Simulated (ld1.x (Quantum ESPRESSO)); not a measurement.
# oxygen (O), PAW: configuration errors across variants

* Element: O (Z = 8)
* Generator: ld1.x (Quantum ESPRESSO) 7.5
* Type: PAW
* Functional: PBE
* Relativity: non-relativistic
* Frozen core: [He]
* Valence charge: 6
* Reference configuration: 2s2 2p4
* Partial waves: 2s (bound): rcut 0.70, rcutus 0.80 bohr; 2s channel at -1.35 Ry: rcut 0.70, rcutus 0.80 bohr; 2p (bound): rcut 0.85, rcutus 1.15 bohr; 2p channel at 0.85 Ry: rcut 0.85, rcutus 1.15 bohr
* Local potential: all-electron potential smoothed inside 0.60 bohr (lloc = -1)
* Core correction: Bessel-smoothed model core inside 0.40 bohr
* Augmentation charge: BESSEL, radius 0.70 bohr

All-electron excitation energies from the reference (eV): (1) 2s2 2p3 16.439; (2) 2s2 2p2 50.033; (3) 2s2 2p1 103.905; (4) 2s1 2p4 31.609; (5) 2s2 2p0 180.807; (6) 2s1 2p5 14.896; (7) 2s2 2p4.3 -2.125.

Errors AE − PS in meV (a dash: test not solved or not reliable):

```csv
change,(1),(2),(3),(4),(5),(6),(7),bound ghosts
base,-0.2,-2.4,-9.8,+0.6,-23,+0.1,0.0,none
"wave 2s channel at -1.35 Ry: rcut 0.70, rcutus 0.80 bohr becomes 2s channel at -1.63 Ry: rcut 0.70, rcutus 0.80 bohr",-0.3,-2.6,-10,+0.6,-24,+0.1,0.0,none
"wave 2s channel at -1.35 Ry: rcut 0.70, rcutus 0.80 bohr becomes 2s channel at -1.49 Ry: rcut 0.70, rcutus 0.80 bohr",-0.2,-2.4,-9.8,+0.6,-23,+0.1,0.0,none
"wave 2s channel at -1.35 Ry: rcut 0.70, rcutus 0.80 bohr becomes 2s channel at -1.24 Ry: rcut 0.70, rcutus 0.80 bohr",-0.2,-2.4,-9.8,+0.6,-23,+0.1,0.0,none
"wave 2s channel at -1.35 Ry: rcut 0.70, rcutus 0.80 bohr becomes 2s channel at -0.96 Ry: rcut 0.70, rcutus 0.80 bohr",-0.2,-2.4,-9.7,+0.6,-22,+0.1,0.0,none
"wave 2s channel at -1.35 Ry: rcut 0.70, rcutus 0.80 bohr becomes 2s channel at 1.53 Ry: rcut 0.70, rcutus 0.80 bohr",-0.2,-2.3,-8.9,+0.6,-19,+0.1,0.0,none
"wave 2s channel at -1.35 Ry: rcut 0.70, rcutus 0.80 bohr becomes 2s channel at 3.38 Ry: rcut 0.70, rcutus 0.80 bohr",-0.2,-2.2,-8.4,+0.6,-17,+0.1,0.0,none
```

Problem. Give the same row for: wave 2s channel at -1.35 Ry: rcut 0.70, rcutus 0.80 bohr becomes 2s channel at -0.06 Ry: rcut 0.70, rcutus 0.80 bohr.

Solution. -0.2, -2.3, -9.4, +0.6, -21, +0.1, 0.0; bound ghosts: none.
